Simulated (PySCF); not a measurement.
A structure optimised at PBE0-D3(BJ)/def2-SVP, used in a PySCF frequency run:

```xyz
9

Al    -0.2457     0.1143     0.0000
Cl     0.5352     2.0493     0.0000
F     -1.8910    -0.0947     0.0000
N      0.8119    -1.2856     0.0000
C      0.4405    -2.6837     0.0000
H      1.8171    -1.1444     0.0000
H      0.8135    -3.2206     0.8908
H      0.8135    -3.2206    -0.8908
H     -0.6553    -2.7848     0.0000
```
Charge 0, spin multiplicity 1.

Question: Write its SMILES, formula and point group.

Answer: C[NH][Al]([F])[Cl], CH4AlClFN, Cs

Question: What are its rotational constants (standard atomic weights)?

Answer: 5.1823, 1.7461, 1.3169 GHz
